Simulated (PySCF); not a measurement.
O₂Ti, charge +1, doublet (typed; the unrestricted solution is spin-contaminated), at a GFN2-xTB geometry (such geometries of metal compounds can be far from the true shape) (the multiplicity is a formal guess); PySCF with WB97X/def2-SVPD.

Input for PySCF:
```python
from pyscf import gto, scf, dft

mol = gto.M(
    atom='''
Ti    0.30137621    0.05766473    0.36104120
O     0.50471034    0.08192814   -1.28939438
O    -1.33349493   -0.24050615    0.29653107
''',
    basis='def2-svpd',
    charge=1,
    spin=1,
    verbose=4,
)

mf = dft.UKS(mol)
mf.xc = 'wb97x'
mf.kernel()
```

Q: What does PySCF print? Leave out banner, timings and long lists.

A: 
```
PySCF version 2.14.0

[INPUT] verbose = 4
[INPUT] num. atoms = 3
[INPUT] num. electrons = 37
[INPUT] charge = 1
[INPUT] spin (= nelec alpha-beta = 2S) = 1
[INPUT] symmetry False subgroup None
[INPUT] Mole.unit = angstrom
[INPUT] Symbol           X                Y                Z      unit          X                Y                Z       unit  Magmom
[INPUT]  1 Ti     0.301376210000   0.057664730000   0.361041200000 AA    0.569518497359   0.108970546747   0.682268987684 Bohr   0.0
[INPUT]  2 O      0.504710340000   0.081928140000  -1.289394380000 AA    0.953764314836   0.154821746495  -2.436602244753 Bohr   0.0
[INPUT]  3 O     -1.333494930000  -0.240506150000   0.296531070000 AA   -2.519940206196  -0.454490754774   0.560362509724 Bohr   0.0

nuclear repulsion = 125.830977746537
number of shells = 30
number of NR pGTOs = 142
number of NR cGTOs = 80
basis = def2-svpd
ecp = {}

******** <class 'pyscf.dft.uks.UKS'> ********
method = UKS
initial guess = minao
damping factor = 0
level_shift factor = 0
DIIS = <class 'pyscf.scf.diis.CDIIS'>
diis_start_cycle = 1
diis_space = 8
diis_damp = 0
SCF conv_tol = 1e-09
SCF conv_tol_grad = None
SCF max_cycles = 50
direct_scf = True
direct_scf_tol = 1e-13
number electrons alpha = 19  beta = 18
XC library pyscf.dft.libxc version 7.1.2
    S. Lehtola, C. Steigemann, M. J. T. Oliveira, and M. A. L. Marques,  SoftwareX 7, 1–5 (2018)
XC functionals = wb97x
    J.-D. Chai and M. Head-Gordon,  J. Chem. Phys. 128, 084106 (2008)
radial grids:
    Treutler-Ahlrichs [JCP 102, 346 (1995); DOI:10.1063/1.469408] (M4) radial grids

becke partition: Becke, JCP 88, 2547 (1988); DOI:10.1063/1.454033
pruning grids: <function nwchem_prune>
grids dens level: 3
symmetrized grids: False
atomic radii adjust function: <function treutler_atomic_radii_adjust>
small_rho_cutoff = 0
Set gradient conv threshold to 3.16228e-05
tot grids = 49072
init E= -999.195281721851

cycle= 1 E= -998.764383123688  delta_E= 0.431  |g|= 0.956  |ddm|=  1.9
cycle= 2 E= -986.188030221721  delta_E= 12.6  |g|= 5.83  |ddm|= 2.94
cycle= 3 E= -999.028244967387  delta_E= -12.8  |g|= 0.938  |ddm|= 2.17
cycle= 4 E= -999.244002064383  delta_E= -0.216  |g|= 0.47  |ddm|= 0.226
cycle= 5 E= -999.307906462194  delta_E= -0.0639  |g|= 0.214  |ddm|= 0.151
cycle= 6 E= -999.325402025164  delta_E= -0.0175  |g|= 0.011  |ddm|= 0.116
cycle= 7 E= -999.325668484468  delta_E= -0.000266  |g|= 0.00635  |ddm|= 0.0204
cycle= 8 E= -999.325840973786  delta_E= -0.000172  |g|= 0.00389  |ddm|= 0.0216
cycle= 9 E= -999.325904116886  delta_E= -6.31e-05  |g|= 0.00225  |ddm|= 0.0156
cycle= 10 E= -999.325913517504  delta_E= -9.4e-06  |g|= 0.00205  |ddm|= 0.00503
cycle= 11 E= -999.325921184939  delta_E= -7.67e-06  |g|= 0.000597  |ddm|= 0.00542
cycle= 12 E= -999.325923044785  delta_E= -1.86e-06  |g|= 0.000278  |ddm|= 0.00298
cycle= 13 E= -999.325923450272  delta_E= -4.05e-07  |g|= 9.06e-05  |ddm|= 0.00147
cycle= 14 E= -999.325923489924  delta_E= -3.97e-08  |g|= 4.32e-05  |ddm|= 0.000402
cycle= 15 E= -999.325923496554  delta_E= -6.63e-09  |g|= 2.83e-05  |ddm|= 0.000132
cycle= 16 E= -999.325923499887  delta_E= -3.33e-09  |g|= 1.93e-05  |ddm|= 0.000112
cycle= 17 E= -999.325923500975  delta_E= -1.09e-09  |g|= 1.24e-05  |ddm|= 5.2e-05
cycle= 18 E= -999.325923501654  delta_E= -6.78e-10  |g|= 5.96e-06  |ddm|= 5.79e-05
Extra cycle  E= -999.325923501747  delta_E= -9.37e-11  |g|= 6.18e-06  |ddm|= 1.22e-05
converged SCF energy = -999.325923501747  <S^2> = 0.85493064  2S+1 = 2.1023136
```
